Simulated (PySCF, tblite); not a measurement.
Isomers of C6H10NP, one GFN2-xTB conformer each. Single-point energies are computed at PBE0/pcSseg-1 (PySCF, gas phase, no added dispersion term), electronic only.

| SMILES | GFN2-xTB relative energy (kcal/mol) |
| --- | --- |
| N#CCCPC1CC1 | 50.0 |
| CP(C)n1cccc1 | 0.0 |

Conformers: `[N:1]#[C:2][CH2:3][CH2:4][PH:5][CH:6]1[CH2:7][CH2:8]1` with C2–C3–C4–P5 -179°, C3–C4–P5–C6 -171°, C4–P5–C6–C7 -163°; `[CH3:1][P:2]([CH3:3])[n:4]1[cH:5][cH:6][cH:7][cH:8]1` with C1–P2–N4–C5 130°.

Question: What does PBE0/pcSseg-1 give for the same structures?

Answer: 
```json
{"SMILES": "CP(C)n1cccc1", "PBE0/pcSseg-1 E (Eh)": "-630.23463", "PBE0/pcSseg-1 (kcal/mol)": "0.0", "GFN2-xTB (kcal/mol)": "0.0", "point group": "Cs"}
{"SMILES": "N#CCCPC1CC1", "PBE0/pcSseg-1 E (Eh)": "-630.18289", "PBE0/pcSseg-1 (kcal/mol)": "32.5", "GFN2-xTB (kcal/mol)": "50.0", "point group": "C1"}
```

Both levels put the same isomer lowest. As drawn, the lower has an aromatic ring, which the higher lacks; the higher has a three-membered ring and a C≡N group, which the lower lacks.

Question: Which frontier levels, dipoles and rotational constants go with these structures?

Answer: 
```json
{"SMILES": "CP(C)n1cccc1", "HOMO (eV, PBE0/pcSseg-1)": "-6.17", "LUMO (eV)": "0.70", "dipole (D)": "2.01", "A, B, C (MHz)": "3596, 1166, 1140"}
{"SMILES": "N#CCCPC1CC1", "HOMO (eV, PBE0/pcSseg-1)": "-7.43", "LUMO (eV)": "0.18", "dipole (D)": "3.88", "A, B, C (MHz)": "5483, 644.9, 601.3"}
```

Question: What happens when harmonic zero-point energies from GFN2-xTB frequencies are added?

Answer: 
```json
{"SMILES": "CP(C)n1cccc1", "ZPE (kcal/mol)": "90.8", "electronic (kcal/mol)": "0.0", "with ZPE (kcal/mol)": "0.0"}
{"SMILES": "N#CCCPC1CC1", "ZPE (kcal/mol)": "89.9", "electronic (kcal/mol)": "32.5", "with ZPE (kcal/mol)": "31.6"}
```

The zero-point energies span 0.9 kcal/mol. The order is unchanged.
